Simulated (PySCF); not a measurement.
Ge(H)2(Et)(OMe), C₃H₁₀GeO, SMILES C[CH2][GeH2][O]C, GFN2-xTB optimised geometry.

```
15

Ge     0.21     0.35     0.00
C     -0.65    -0.78    -1.37
C     -0.35    -0.35    -2.80
O     -0.35    -0.39     1.51
C     -0.02     0.05     2.80
H     -0.22     1.81     0.00
H      1.73     0.35     0.00
H     -0.32    -1.81    -1.21
H     -1.73    -0.77    -1.19
H      0.72    -0.38    -3.00
H     -0.70     0.66    -2.98
H     -0.85    -1.02    -3.51
H     -0.35     1.08     2.98
H      1.06     0.01     2.98
H     -0.52    -0.61     3.51
```

Density from CAM-B3LYP/def2-TZVP (PySCF) at that geometry.

Minimum of the electron density along straight lines between bonded atoms, close to the bond critical point (lines longer than 1.1 times the sum of covalent radii, or with two minima, are not listed):

```
bond    length / Å  ρ at the minimum / e bohr⁻³  ∇²ρ there / e bohr⁻⁵  position (fraction from the first atom)
------  ----------  ---------------------------  --------------------  ---------------------------------------
Ge1–C2       1.975                        0.128                  0.04                                     0.47
C2–C3        1.523                        0.245                 -0.61                                     0.50
Ge1–O4       1.767                        0.145                  0.68                                     0.47
O4–C5        1.408                        0.262                 -0.59                                     0.64
Ge1–H6       1.520                        0.138                  0.07                                     0.59
Ge1–H7       1.520                        0.138                  0.07                                     0.59
C2–H8        1.091                        0.278                 -0.94                                     0.64
C2–H9        1.091                        0.278                 -0.94                                     0.64
C3–H10       1.088                        0.280                 -0.97                                     0.64
C3–H11       1.088                        0.281                 -0.97                                     0.64
C3–H12       1.089                        0.280                 -0.97                                     0.64
C5–H13       1.093                        0.284                 -1.00                                     0.64
C5–H14       1.093                        0.284                 -1.00                                     0.64
C5–H15       1.091                        0.286                 -1.02                                     0.65
```
